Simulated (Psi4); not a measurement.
C5H9N (SMILES C/C=C/N=C/C), singlet, geometry from GFN2-xTB; PBE0/def2-TZVPD run with Psi4 1.11.

The Psi4 input:
```
memory 2 GB

molecule {
0 1
C     3.07112049   -0.19939839    0.21126047
C     1.69159633   -0.33478493   -0.32819222
C     0.59193383    0.08835485    0.29127603
N    -0.64685087   -0.08047930   -0.28653639
C    -1.68904058    0.32188169    0.30319653
C    -3.03394240    0.14996360   -0.30162587
H     3.53243010   -1.18161913    0.31475146
H     3.68819074    0.38011332   -0.47551825
H     3.06699850    0.29192729    1.18140675
H     1.58895090   -0.81235605   -1.29220035
H     0.64665492    0.57751594    1.26874250
H    -1.65997680    0.81728168    1.28793533
H    -3.66603078   -0.44172087    0.36016453
H    -2.94915903   -0.34552042   -1.26409165
H    -3.51010849    1.12163240   -0.43092534
}

set {
  basis def2-tzvpd
}

energy('pbe0')
print_variables()
```

The log (banner, timings and long lists left out):

```
   => Loading Basis Set <=

    Name: DEF2-TZVPD
    Role: ORBITAL
    Keyword: BASIS

         ---------------------------------------------------------
                                   SCF
               by Justin Turney, Rob Parrish, Andy Simmonett
                          and Daniel G. A. Smith
                              RKS Reference
         ---------------------------------------------------------

  ==> Geometry <==

    Molecular point group: c1
    Full point group: C1

    Geometry (in Angstrom), charge = 0, multiplicity = 1:

       Center              X                  Y                   Z               Mass
    ------------   -----------------  -----------------  -----------------  -----------------
         C            3.079958013707    -0.194531436998     0.222620412317    12.000000000000
         C            1.700433853707    -0.329917976998    -0.316832277683    12.000000000000
         C            0.600771353707     0.093221803002     0.302635972317    12.000000000000
         N           -0.638013346293    -0.075612346998    -0.275176447683    14.003074004430
         C           -1.680203056293     0.326748643002     0.314556472317    12.000000000000
         C           -3.025104876293     0.154830553002    -0.290265927683    12.000000000000
         H            3.541267623707    -1.176752176998     0.326111402317     1.007825032230
         H            3.697028263707     0.384980273002    -0.464158307683     1.007825032230
         H            3.075836023707     0.296794243002     1.192766692317     1.007825032230
         H            1.597788423707    -0.807489096998    -1.280840407683     1.007825032230
         H            0.655492443707     0.582382893002     1.280102442317     1.007825032230
         H           -1.651139276293     0.822148633002     1.299295272317     1.007825032230
         H           -3.657193256293    -0.436853916998     0.371524472317     1.007825032230
         H           -2.940321506293    -0.340653466998    -1.252731707683     1.007825032230
         H           -3.501270966293     1.126499353002    -0.419565397683     1.007825032230

  Running in c1 symmetry.

  Rotational constants: A =      0.83209  B =      0.04383  C =      0.04229 [cm^-1]
  Rotational constants: A =  24945.29926  B =   1314.05391  C =   1267.80736 [MHz]
  Nuclear repulsion =  213.593915773414125

  Charge       = 0
  Multiplicity = 1
  Electrons    = 46
  Nalpha       = 23
  Nbeta        = 23

  ==> Algorithm <==

  SCF Algorithm Type is DF.
  DIIS enabled.
  MOM disabled.
  Fractional occupation disabled.
  Guess Type is SAD.
  Energy threshold   = 1.00e-06
  Density threshold  = 1.00e-06
  Integral threshold = 1.00e-12

  ==> Primary Basis <==

  Basis Set: DEF2-TZVPD
    Blend: DEF2-TZVPD
    Number of shells: 123
    Number of basis functions: 303
    Number of Cartesian functions: 339
    Spherical Harmonics?: true
    Max angular momentum: 3

  ==> DFT Potential <==

   => LibXC <=

    Version 7.1.2
    S. Lehtola, C. Steigemann, M. J. T. Oliveira, and M. A. L. Marques,  SoftwareX 7, 1–5 (2018) (10.1016/j.softx.2017.11.002)

   => Composite Functional: PBE0 <=

    PBE0 Hyb-GGA Exchange-Correlation Functional

    C. Adamo and V. Barone,  J. Chem. Phys. 110, 6158 (1999) (10.1063/1.478522)
    M. Ernzerhof and G. E. Scuseria,  J. Chem. Phys. 110, 5029 (1999) (10.1063/1.478401)

    Deriv               =              1
    GGA                 =           TRUE
    Meta                =          FALSE

    Exchange Hybrid     =           TRUE
    MP2 Hybrid          =          FALSE

   => Exchange Functionals <=

    0.7500   Perdew, Burke & Ernzerhof

   => Exact (HF) Exchange <=

    0.2500               HF

   => Correlation Functionals <=

    1.0000   Perdew, Burke & Ernzerhof

   => LibXC Density Thresholds  <==

    XC_HYB_GGA_XC_PBEH:  1.00E-15

   => Molecular Quadrature <=

    Radial Scheme          =       TREUTLER
    Pruning Scheme         =           NONE
[...]
  Using in-core AOs.

  ==> MemDFJK: Density-Fitted J/K Matrices <==

    J tasked:                   Yes
    K tasked:                   Yes
    wK tasked:                   No
    Algorithm:                 Core
    Schwarz Cutoff:           1E-12
    Mask sparsity (%):       6.3567
    Fitting Condition:        1E-10

   => Auxiliary Basis Set <=

  Basis Set: (DEF2-TZVPD AUX)
    Blend: DEF2-UNIVERSAL-JKFIT
    Number of shells: 204
    Number of basis functions: 614
    Number of Cartesian functions: 718
    Spherical Harmonics?: true
    Max angular momentum: 4

  Minimum eigenvalue in the overlap matrix is 2.7245393680E-06.
  Reciprocal condition number of the overlap matrix is 2.0327174476E-07.
    Using symmetric orthogonalization.

  ==> Pre-Iterations <==

  SCF Guess: Superposition of Atomic Densities via on-the-fly atomic UHF (no occupation information).

   -------------------------
    Irrep   Nso     Nmo
   -------------------------
     A        303     303
   -------------------------
    Total     303     303
   -------------------------

  ==> Iterations <==

                           Total Energy        Delta E     RMS |[F,P]|

   @DF-RKS iter SAD:  -249.68052326858239   -2.49681e+02   0.00000e+00
   @DF-RKS iter   1:  -249.89809837630821   -2.17575e-01   3.45346e-03 DIIS/ADIIS
   @DF-RKS iter   2:  -249.66664917401724    2.31449e-01   3.95291e-03 DIIS/ADIIS
   @DF-RKS iter   3:  -250.41532178300400   -7.48673e-01   9.34273e-04 DIIS/ADIIS
   @DF-RKS iter   4:  -250.44847122052684   -3.31494e-02   3.21500e-04 DIIS/ADIIS
   @DF-RKS iter   5:  -250.45255571926035   -4.08450e-03   5.09593e-05 DIIS
   @DF-RKS iter   6:  -250.45265030366156   -9.45844e-05   2.37191e-05 DIIS
   @DF-RKS iter   7:  -250.45267355122846   -2.32476e-05   5.34377e-06 DIIS
   @DF-RKS iter   8:  -250.45267452396925   -9.72741e-07   2.62790e-06 DIIS
   @DF-RKS iter   9:  -250.45267484561919   -3.21650e-07   6.20443e-07 DIIS
  Energy and wave function converged.

  ==> Post-Iterations <==

   Electrons on quadrature grid:
      Ntotal   =   45.9999882426 ; deviation = -1.176e-05

    Orbital Energies [Eh]
    ---------------------

    Doubly Occupied:

[...]
    Virtual:

[...]
     303A     32.878843

    Final Occupation by Irrep:
              A
    DOCC [    23 ]
    NA   [    23 ]
    NB   [    23 ]

  @DF-RKS Final Energy:  -250.45267484561919

   => Energetics <=

    Nuclear Repulsion Energy =            213.5939157734141247
    One-Electron Energy =                -759.4612445279766462
    Two-Electron Energy =                 323.5979954532345459
    DFT Exchange-Correlation Energy =     -28.1833415442911956
    Empirical Dispersion Energy =           0.0000000000000000
    VV10 Nonlocal Energy =                  0.0000000000000000
    Total Energy =                       -250.4526748456191854

Computation Completed

Properties will be evaluated at   0.000000,   0.000000,   0.000000 [a0]

Properties computed using the SCF density matrix

 Multipole Moments:

 ------------------------------------------------------------------------------------
     Multipole            Electronic (a.u.)      Nuclear  (a.u.)        Total (a.u.)
 ------------------------------------------------------------------------------------

 L = 1.  Multiply by 2.5417464519 to convert [e a0] to [Debye]
 Dipole X            :         -0.8674961            0.7682230           -0.0992732
 Dipole Y            :         -0.2047969            0.4230715            0.2182746
 Dipole Z            :         -0.5757020            0.9874901            0.4117881
 Magnitude           :                                                    0.4765170

 ------------------------------------------------------------------------------------

  Variable Map:
  ----------------------------------------------------------------------------
[...]
  Array Variable Map:
  ----------------------------------------------------------------------------
[...]
[...]
```
